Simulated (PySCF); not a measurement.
## Computed spin Hamiltonian

Species: C7H13 (doublet state).
SMILES with atom numbers: `[CH2:1]/[CH:2]=[CH:3]/[CH2:4][CH2:5][CH2:6][CH3:7]` (hydrogens: H8, H9 on C1; H10 on C2; H11 on C3; H12, H13 on C4; H14, H15 on C5; H16, H17 on C6; H18, H19, H20 on C7)

Structure used (GFN2-xTB), in Å, numbered top down from 1:
```xyz
20
C7H13 angstrom
C     -3.9635    0.2578   -0.2978
C     -2.7029   -0.0369   -0.7423
C     -1.6746   -0.4770    0.0623
C     -0.3088   -0.7873   -0.4266
C      0.7446    0.1342    0.2096
C      2.1552   -0.2033   -0.2654
C      3.1977    0.7118    0.3652
H     -4.7333    0.5938   -0.9673
H     -4.2207    0.1574    0.7421
H     -2.4959    0.0769   -1.8001
H     -1.8504   -0.5879    1.1231
H     -0.0516   -1.8214   -0.1680
H     -0.2662   -0.6903   -1.5137
H      0.6939    0.0395    1.2967
H      0.5116    1.1708   -0.0446
H      2.2021   -0.1100   -1.3529
H      2.3822   -1.2415   -0.0114
H      4.1944    0.4543    0.0142
H      3.1811    0.6199    1.4491
H      3.0000    1.7501    0.1078
```

The hyperfine couplings belong to this conformer and change with its torsions.

Method used: UKS B3LYP, pcH-1 on C H, non-relativistic, mean-field spin-orbit, GIAO (PySCF 2.14.0). Geometry: GFN2-xTB, one conformer, isolated molecule. Couplings are sensitive to structure, and on GFN2-xTB geometries they can be far from those on DFT ones. No stability test was run, so a lower SCF solution isn't excluded. ⟨S²⟩ is 0.775 where a pure state has 0.75.

| Property | Result |
| --- | --- |
| g1, g2, g3 | 2.00217, 2.00273, 2.00287 |
| g_iso | 2.00259 |
| Form of g | rhombic: the two nearest values differ by 20 % of g3 − g1 |
| ⟨S²⟩ | 0.7754 (exact 0.7500) |
| α and β electrons | 28, 27 |
| HOMO–LUMO gap, α and β orbitals | 6.11, 5.81 eV |
| Total energy | -274.55058 Eh |

Isotropic coupling and dipolar principal values T1 to T3, in G (MHz turned into gauss with g_iso; 10 G = 1 mT):

```csv
atom,isotope,a_iso,T1,T2,T3,Mulliken spin population
C1,13C,19.4,-18.3,-17.7,36.0,0.67
C2,13C,-17.0,-10.0,4.0,6.1,-0.26
C3,13C,20.4,-18.6,-18.2,36.8,0.66
C4,13C,-7.6,-0.6,0.2,0.3,-0.05
C5,13C,14.8,-1.2,-1.1,2.4,0.03
C6,13C,0.6,-0.3,-0.3,0.6,0.01
C7,13C,0.3,-0.1,-0.1,0.1,0.00
H8,1H,-14.9,-9.0,-0.1,9.0,-0.03
H9,1H,-14.1,-7.7,-0.6,8.2,-0.03
H10,1H,4.1,-1.8,-0.4,2.3,0.01
H11,1H,-14.0,-7.6,-0.8,8.4,-0.03
H12,1H,23.2,-1.3,-0.9,2.2,0.03
H13,1H,0.7,-1.1,-0.9,2.0,0.00
H14,1H,-0.7,-1.1,-0.6,1.7,0.00
H15,1H,-0.9,-1.3,-0.4,1.7,0.00
H16,1H,-0.1,-0.3,-0.2,0.6,0.00
H17,1H,-0.1,-0.4,-0.1,0.6,0.00
H18,1H,0.7,-0.1,-0.1,0.2,0.00
H19,1H,0.0,-0.2,-0.1,0.3,0.00
H20,1H,0.1,-0.2,-0.1,0.3,0.00
```

The largest Mulliken spin populations are on C1 (+0.67), C3 (+0.66) and C2 (-0.26). The positive populations add up to 1.40 and the negative ones to -0.40, together 2S = 1. The angles at C1 add up to 360.0°, so it is planar; its axial dipolar tensor and the negative couplings of its protons fit spin in a p orbital normal to that plane.

Axes: g3 points within 12° of the C1–H8 bond.

Under fast tumbling the dipolar parts average out, and these isotropic splittings remain: 1 × 1H (H8, I = 1/2, 2 lines) with 1.49 mT, 1 × 1H (H9, I = 1/2, 2 lines) with 1.41 mT, 1 × 1H (H11, I = 1/2, 2 lines) with 1.40 mT, 2 × 1H (H12/H13, I = 1/2, 3 lines) with 1.19 mT, 1 × 1H (H10, I = 1/2, 2 lines) with 0.41 mT and 2 × 1H (H14/H15, I = 1/2, 3 lines) with 0.08 mT.

Means are taken over nuclei equivalent by connectivity, which assumes that they swap fast. H8 and H9 aren't averaged: C1 is flat or nearly so (angle sum 360°), and its turn about the short C1–C2 bond (1.37 Å) is taken as slow. The 1H value of +33.5 MHz is a mean of couplings from 1.9 to 65.0 MHz in this one geometry, not an average over conformers.

The 13C coupling of C3 (57.1 MHz) shows only in satellite lines or after enrichment, since that isotope makes up about 1.07 % of natural carbon.

The spin density at the nucleus, in bohr⁻³, is negative for C2 (-0.0425), C4 (-0.0190) and H8 (-0.0093), for instance. A restricted open-shell determinant has no negative spin density anywhere; here it arises because α and β orbitals differ (spin polarisation).

Time: 64 s (with the writing of density and orbital grids); peak memory 0.97 GiB. Hardware: Arm Neoverse V2, one thread, shared host with 96 logical CPUs at a one-minute load of 35.
